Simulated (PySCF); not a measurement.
# Excitation energy of Sc²⁺ by level of theory

Sc²⁺ [Ar] 3d1 (2D) → Sc²⁺ [Ar] 4p1 (2P), as a difference of total energies. Computed with PySCF 2.14 in aug-cc-pwCVTZ-DK with one added diffuse shell each of s, p, d, f, g type (11s10p8d5f4g, 152 functions), with scalar relativity by spin-free X2C-1e. The calculations carry no spin-orbit coupling.

```
 method  excitation energy (eV)
    UHF                   7.308
 PBEsol                   7.706
  B3LYP                   7.734
r2SCAN0                   7.888
```
